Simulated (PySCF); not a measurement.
sulfur tetrafluoride cation (F₄S), SMILES FS(F)(F)F (connectivity only; charge and spin as stated), charge +1, multiplicity 2. Atoms are numbered in the order given.

```xyz
5

F      0.0000     1.5651    -0.4935
S      0.0000     0.0000    -0.2402
F     -1.1945     0.0000     0.7070
F      0.0000    -1.5651    -0.4935
F      1.1945     0.0000     0.7070
```
Charge +1, spin multiplicity 2.

Geometry optimised at PBE0-D3(BJ)/def2-SVP. The spin state was assumed, not searched.

The numbers are results of PySCF with TDA-CAM-B3LYP/def2-SVPD, not measurements.

Vertical excitations. 

Computed lowest excited states:
```json
[
 {"state": "root 1", "energy (eV)": "4.74", "λ (nm)": "261", "f": "0.000", "main pairs": "β HOMO→LUMO 96 %"},
 {"state": "root 2", "energy (eV)": "4.87", "λ (nm)": "255", "f": "0.011", "main pairs": "β HOMO−1→LUMO 97 %"},
 {"state": "root 3", "energy (eV)": "5.04", "λ (nm)": "246", "f": "0.002", "main pairs": "β HOMO−2→LUMO 90 %"},
 {"state": "root 4", "energy (eV)": "5.49", "λ (nm)": "226", "f": "0.002", "main pairs": "β HOMO−3→LUMO 97 %"},
 {"state": "root 5", "energy (eV)": "5.98", "λ (nm)": "207", "f": "0.037", "main pairs": "α HOMO→LUMO 95 %"},
 {"state": "root 6", "energy (eV)": "6.71", "λ (nm)": "185", "f": "0.000", "main pairs": "β HOMO−4→LUMO 92 %"},
 {"state": "root 7", "energy (eV)": "6.86", "λ (nm)": "181", "f": "0.068", "main pairs": "β HOMO−5→LUMO 89 %"},
 {"state": "root 8", "energy (eV)": "7.35", "λ (nm)": "169", "f": "0.008", "main pairs": "β HOMO−6→LUMO 91 %"},
 {"state": "root 9", "energy (eV)": "7.64", "λ (nm)": "162", "f": "0.000", "main pairs": "β HOMO−7→LUMO 93 %"},
 {"state": "root 10", "energy (eV)": "8.04", "λ (nm)": "154", "f": "0.007", "main pairs": "α HOMO→LUMO+1 94 %"}
]
```
Unrestricted roots are not spin-pure.
